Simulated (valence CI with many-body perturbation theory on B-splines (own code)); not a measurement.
# Energy levels of Kr21+

Computed by relativistic CI+MBPT: five valence electrons over a frozen Dirac-Fock core [Ne], radial functions for each j: 11 s, 11 p, 10 d, 8 f, 5 g, 2 h, with the one-electron correlation potential Σ1, the two-electron term Σ2, the three-electron term Σ3, Breit, model QED; selected CI, second order for the rest, scaled by the run's own slope (own B-spline code, finite nucleus).

No measured spectrum was set against this ion. As an estimate, levels of excited configurations hold to 0.05 to 0.15 % of their energy, terms of the ground configuration to about 0.5 %. Among the levels kept, up to 3300 cm⁻¹ of a level comes from second order outside the variational space, and about a tenth of that is noise between levels of different J, which matters for small intervals.

Levels 46 to 90 of 171, with energies above the lowest level, 3s2 3p3 4S°_3/2. "Leading %" is the weight of the configuration and term that name the level; weights of strongly mixed levels are sums over their largest components and can fall short, so below about 35 % the name and the second component can differ from the true leading terms, or belong to a minority configuration. In the jj column 3d3/2^4 stands for four electrons in 3d with j = 3/2.

| No. | Configuration | Term | J | E (cm⁻¹) | Leading % | Leading jj | Second component | g |
| --- | --- | --- | --- | --- | --- | --- | --- | --- |
| 46 | 3s 3p3 3d | 6D° | 9/2 | 1166300 | 91 | 3s 3p1/2 3p3/2^2 3d5/2 (46 %) | 8 % 3s 3p3 3d 4F° | 1.534 |
| 47 | 3p5 | 2P° | 3/2 | 1175400 | 57 | 3p1/2^2 3p3/2^3 (57 %) | 35 % 3s 3p3 3d 2P° | 1.337 |
| 48 | 3s 3p3 3d | 4F° | 3/2 | 1229600 | 52 | 3s 3p1/2^2 3p3/2 3d3/2 (37 %) | 26 % 3s 3p3 3d 4D° | 0.727 |
| 49 | 3s 3p3 3d | 4D° | 5/2 | 1232000 | 51 | 3s 3p1/2^2 3p3/2 3d5/2 (39 %) | 25 % 3s 3p3 3d 4F° | 1.272 |
| 50 | 3p5 | 2P° | 1/2 | 1252300 | 49 | 3p1/2 3p3/2^4 (49 %) | 38 % 3s 3p3 3d 2P° | 0.633 |
| 51 | 3s 3p3 3d | 4D° | 7/2 | 1253000 | 69 | 3s 3p1/2 3p3/2^2 3d5/2 (68 %) | 9 % 3s 3p3 3d 6D° | 1.401 |
| 52 | 3s 3p3 3d | 4D° | 1/2 | 1262900 | 84 | 3s 3p1/2 3p3/2^2 3d3/2 (37 %) |  | 0.095 |
| 53 | 3s 3p3 3d | 4D° | 3/2 | 1264100 | 56 | 3s 3p1/2 3p3/2^2 3d3/2 (59 %) | 32 % 3s 3p3 3d 4F° | 0.929 |
| 54 | 3s 3p3 3d | 4F° | 5/2 | 1269300 | 55 | 3s 3p1/2 3p3/2^2 3d3/2 (66 %) | 32 % 3s 3p3 3d 4D° | 1.135 |
| 55 | 3s 3p3 3d | 4F° | 7/2 | 1280900 | 65 | 3s 3p1/2 3p3/2^2 3d3/2 (56 %) | 10 % 3s 3p3 3d 4D° | 1.252 |
| 56 | 3s 3p3 3d | 4F° | 9/2 | 1300400 | 71 | 3s 3p1/2 3p3/2^2 3d5/2 (57 %) | 15 % 3s 3p3 3d 4G° | 1.310 |
| 57 | 3s 3p3 3d | 2S° | 1/2 | 1310900 | 63 | 3s 3p1/2^2 3p3/2 3d3/2 (32 %) | 13 % 3s 3p3 3d 4P° | 2.100 |
| 58 | 3s 3p3 3d | 4G° | 5/2 | 1311100 | 71 | 3s 3p1/2^2 3p3/2 3d3/2 (46 %) | 8 % 3s 3p3 3d 4F° | 0.667 |
| 59 | 3s 3p3 3d | 4G° | 7/2 | 1320500 | 65 | 3s 3p1/2 3p3/2^2 3d3/2 (28 %) | 21 % 3s 3p3 3d 4F° | 1.056 |
| 60 | 3s 3p3 3d | 4G° | 9/2 | 1335300 | 62 | 3s 3p1/2 3p3/2^2 3d5/2 (61 %) | 31 % 3s 3p3 3d 4F° | 1.226 |
| 61 | 3s 3p3 3d | 4D° | 1/2 | 1346200 | 84 | 3s 3p1/2^2 3p3/2 3d3/2 (38 %) | 6 % 3s2 3p 3d2 4D° | 0.083 |
| 62 | 3s 3p3 3d | 4G° | 11/2 | 1351700 | 94 | 3s 3p1/2 3p3/2^2 3d5/2 (94 %) | 5 % 3s2 3p 3d2 4G° | 1.271 |
| 63 | 3s 3p3 3d | 2G° | 7/2 | 1358600 | 64 | 3s 3p1/2^2 3p3/2 3d5/2 (44 %) | 11 % 3s 3p3 3d 2F° | 0.974 |
| 64 | 3s 3p3 3d | 4D° | 3/2 | 1360700 | 54 | 3s 3p1/2^2 3p3/2 3d3/2 (36 %) | 12 % 3s 3p3 3d 2D° | 1.220 |
| 65 | 3s 3p3 3d | 2D° | 5/2 | 1362900 | 28 | 3s 3p1/2^2 3p3/2 3d3/2 (30 %) | 19 % 3s 3p3 3d 4P° | 1.256 |
| 66 | 3s 3p3 3d | 2G° | 9/2 | 1371500 | 75 | 3s 3p1/2 3p3/2^2 3d3/2 (60 %) | 10 % 3s 3p3 3d 4F° | 1.140 |
| 67 | 3s 3p3 3d | 4P° | 3/2 | 1374500 | 43 | 3s 3p1/2^2 3p3/2 3d5/2 (44 %) | 21 % 3s 3p3 3d 4D° | 1.594 |
| 68 | 3s 3p3 3d | 4P° | 1/2 | 1389600 | 66 | 3s 3p1/2 3p3/2^2 3d5/2 (48 %) | 16 % 3s 3p3 3d 2S° | 2.472 |
| 69 | 3s 3p3 3d | 4P° | 5/2 | 1394300 | 56 | 3s 3p1/2^2 3p3/2 3d5/2 (33 %) | 10 % 3s 3p3 3d 2D° | 1.387 |
| 70 | 3s 3p3 3d | 2D° | 3/2 | 1403600 | 38 | 3s 3p1/2 3p3/2^2 3d3/2 (40 %) | 11 % 3s 3p3 3d 4F° | 0.995 |
| 71 | 3s 3p3 3d | 4D° | 7/2 | 1411700 | 34 | 3s 3p1/2 3p3/2^2 3d5/2 (26 %) | 26 % 3s 3p3 3d 4F° | 1.231 |
| 72 | 3s 3p3 3d | 4D° | 5/2 | 1412500 | 56 | 3s 3p1/2 3p3/2^2 3d5/2 (66 %) | 13 % 3s 3p3 3d 4P° | 1.312 |
| 73 | 3s 3p3 3d | 4F° | 5/2 | 1418400 | 51 | 3s 3p1/2 3p3/2^2 3d3/2 (58 %) | 7 % 3s 3p3 3d 2F° | 1.048 |
| 74 | 3s 3p3 3d | 4P° | 3/2 | 1423900 | 36 | 3s 3p1/2 3p3/2^2 3d3/2 (76 %) | 33 % 3s 3p3 3d 4F° | 1.202 |
| 75 | 3s 3p3 3d | 4D° | 7/2 | 1425600 | 50 | 3s 3p1/2 3p3/2^2 3d5/2 (62 %) | 26 % 3s 3p3 3d 4F° | 1.287 |
| 76 | 3s 3p3 3d | 4F° | 3/2 | 1429600 | 42 | 3s 3p1/2 3p3/2^2 3d3/2 (58 %) | 29 % 3s 3p3 3d 4P° | 0.959 |
| 77 | 3s 3p3 3d | 4F° | 9/2 | 1432800 | 48 | 3s 3p1/2 3p3/2^2 3d5/2 (41 %) | 24 % 3s 3p3 3d 2G° | 1.247 |
| 78 | 3s 3p3 3d | 4P° | 5/2 | 1436200 | 45 | 3s 3p1/2 3p3/2^2 3d5/2 (56 %) | 16 % 3s 3p3 3d 2F° | 1.306 |
| 79 | 3s 3p3 3d | 2P° | 1/2 | 1437600 | 42 | 3s 3p1/2^2 3p3/2 3d3/2 (32 %) | 25 % 3s 3p3 3d 4D° | 0.705 |
| 80 | 3s 3p3 3d | 2F° | 7/2 | 1438000 | 55 | 3s 3p1/2 3p3/2^2 3d5/2 (51 %) | 8 % 3s 3p3 3d 4D° | 1.186 |
| 81 | 3s 3p3 3d | 4S° | 3/2 | 1443400 | 40 | 3s 3p1/2 3p3/2^2 3d5/2 (51 %) | 26 % 3s 3p3 3d 4P° | 1.770 |
| 82 | 3s 3p3 3d | 4D° | 5/2 | 1446700 | 25 | 3s 3p1/2 3p3/2^2 3d5/2 (29 %) | 23 % 3s 3p3 3d 2D° | 1.211 |
| 83 | 3s 3p3 3d | 4D° | 3/2 | 1452600 | 39 | 3s 3p1/2^2 3p3/2 3d3/2 (26 %) | 23 % 3s 3p3 3d 2D° | 1.056 |
| 84 | 3s 3p3 3d | 2D° | 5/2 | 1455600 | 30 | 3s 3p1/2 3p3/2^2 3d5/2 (33 %) | 10 % 3s 3p3 3d 4P° | 1.245 |
| 85 | 3s 3p3 3d | 4P° | 1/2 | 1459300 | 68 | 3s 3p1/2 3p3/2^2 3d3/2 (48 %) | 16 % 3s 3p3 3d 4D° | 1.948 |
| 86 | 3s 3p3 3d | 4D° | 7/2 | 1460200 | 55 | 3s 3p1/2 3p3/2^2 3d3/2 (34 %) | 19 % 3s 3p3 3d 2F° | 1.319 |
| 87 | 3s 3p3 3d | 2D° | 3/2 | 1474500 | 49 | 3s 3p1/2 3p3/2^2 3d5/2 (46 %) | 20 % 3s 3p3 3d 4D° | 0.962 |
| 88 | 3s 3p3 3d | 2D° | 5/2 | 1487400 | 19 | 3s 3p1/2 3p3/2^2 3d5/2 (40 %) | 15 % 3s 3p3 3d 4D° | 1.291 |
| 89 | 3s 3p3 3d | 2G° | 7/2 | 1488200 | 57 | 3s 3p1/2 3p3/2^2 3d3/2 (49 %) | 7 % 3s 3p3 3d 4F° | 1.014 |
| 90 | 3s 3p3 3d | 2P° | 3/2 | 1491600 | 48 | 3s 3p1/2 3p3/2^2 3d5/2 (37 %) | 14 % 3p5 2P° | 1.360 |

Names give the largest LS component (configuration and term), which can be under half, so a name can repeat, a term be missing and a line seem to break the LS rules; names also repeat where a configuration has a term twice.

Where two levels of one J and parity lie close, their mixing, g and order are uncertain.
